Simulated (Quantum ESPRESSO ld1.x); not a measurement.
The fluorine ion F4+, 5 electrons, occupied as [He] 2s2 3d1 (not the ground configuration). Method: non-relativistic Kohn-Sham, LDA (Slater exchange, Perdew-Zunger correlation), spin-polarised, spherical densities, point nucleus; open shells are filled with parallel spins first; computed with ld1.x of Quantum ESPRESSO 7.5.

Unscreened Slater integrals over Kohn-Sham orbitals (hartree). They are taken over the spin-up orbitals. Empty in this configuration: 2p.

\begin{tabular}{lr}
integral & value \\ \hline
F0(3d,3d) & 0.46947 \\
F2(3d,3d) & 0.24222 \\
F4(3d,3d) & 0.15660 \\
F0(3d,2s) & 0.59441 \\
G2(3d,2s) & 0.13202 \\
F0(3d,1s) & 0.61537 \\
G2(3d,1s) & 0.0017029 \\
F0(3d,2p) & 0.59846 \\
F2(3d,2p) & 0.16858 \\
G1(3d,2p) & 0.15032 \\
G3(3d,2p) & 0.086417 \\
F0(2s,2s) & 1.1056 \\
F0(2s,1s) & 1.5511 \\
G0(2s,1s) & 0.13908 \\
F0(2s,2p) & 1.1574 \\
G1(2s,2p) & 0.68264 \\
F0(1s,1s) & 5.3353 \\
F0(1s,2p) & 1.6976 \\
G1(1s,2p) & 0.26090 \\
F0(2p,2p) & 1.2362 \\
F2(2p,2p) & 0.58480 \\
\end{tabular}

Derived for the open shells (J is the average intra-shell exchange parameter used in DFT+U). 3d: Racah B = F2/49 - 5 F4/441 = 0.003168 hartree, C = 35 F4/441 = 0.01243 hartree, C/B = 3.92, F4/F2 = 0.647, J = (F2 + F4)/14 = 0.02849 hartree.
